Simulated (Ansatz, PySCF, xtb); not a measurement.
Protons, H atoms and electrons added to or taken from [SeH2]. Isolated molecules, 0 K electronic values unless said otherwise. Strings in code marks are SMILES.

Quantity: proton affinity at 298 K, in eV. Enthalpy corrections at 298 K come from GFN2-xTB frequencies (xtb).

Level 1: frozen-core MP2/cc-pVTZ // PBE0-D4/def2-TZVP (Ansatz, a first-principles code)
Level 2: B3LYP/LANL2DZ // PBE0-D4/def2-TZVP (PySCF)
Level 3: PBE/6-31G* // PBE0-D4/def2-TZVP (PySCF)
Level 4: frozen-core MP2/6-31G* // PBE0-D4/def2-TZVP (PySCF)

| species | level 1 | level 2 | level 3 | level 4 |
|---|---|---|---|---|
| proton added at Se1: `[SeH3+]` | 7.46 | 7.09 | 7.52 | 7.33 |
